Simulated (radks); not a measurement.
The numbers below are computed, except where a source is named.
Ionisation of the platinum ion Pt3+, [Xe] 4f14 5d7, to Pt4+, [Xe] 4f14 5d6, under several functionals. Dirac Kohn-Sham, spin-unpolarised, spherical densities, point nucleus; open shells fill j = l - 1/2 first; a radial shooting solver on a logarithmic mesh with Libxc functionals. Known Delta-SCF values: OLYP 44.832 eV. What does LDA (Slater exchange, Perdew-Wang correlation) give, and what is its highest occupied eigenvalue?

Answer. 45.045 eV by Delta-SCF; the 5d5/2 eigenvalue is -38.215 eV. NIST: 43 eV (theoretical).

Beside tabulated values, note that spin-unpolarised runs miss the spin-polarisation part of the exchange energy of open shells.
